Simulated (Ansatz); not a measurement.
System: C4H8 (charge 0, singlet). 
Structure (B3LYP-D3(BJ)/def2-TZVP (Ansatz, an electronic-structure program) minimum search):
```
C
C 1 1.3282
H 1 1.0882 2 118.55
H 2 1.0882 1 118.55 3 180.00
C 1 1.4963 3 116.22 2 180.00
H 5 1.0911 1 111.39 3 -180.00
H 5 1.0941 6 108.10 1 122.47
H 5 1.0941 6 108.10 7 115.06
C 2 1.4963 4 116.22 1 -180.00
H 9 1.0911 2 111.39 4 180.00
H 9 1.0941 10 108.10 2 -122.47
H 9 1.0941 10 108.10 11 -115.06
```

Property: atomisation energy (electronic, to ground-state atoms), in kJ/mol. Cores are frozen in the correlated levels unless marked. Open shells are spin-unrestricted. Spin-orbit coupling is left out. No relativistic terms. The coupled-cluster limit lacks core correlation, which all-electron functionals hold. Basis-set limits of correlation are two-point, X^-3; Hartree-Fock from the larger set. [CCSD(T)-MP2]/basis is that difference in the basis named.

```tsv
level	program	atomisation energy (kJ/mol)
HF/STO-3G	Ansatz	4511.7
SVWN5/def2-TZVPD	Ansatz	5466.7
r2SCAN-D3(BJ)/def2-TZVPD	Ansatz + dftd3	4846.5
PBE0/def2-TZVP	Ansatz	4856.6
PBE0/def2-QZVPP	Ansatz	4862.6
CAM-B3LYP/def2-TZVPD	Ansatz	4845.7
MP2/6-31G	Ansatz	4255.0
```

Problem. What does RI-MP2/CBS(aug-cc-pVTZ,aug-cc-pVQZ)+[CCSD(T)-MP2]/aug-cc-pVTZ (Ansatz) give?

Solution. 4837.6 kJ/mol, so MP2/6-31G differs from it by -582.6 kJ/mol.
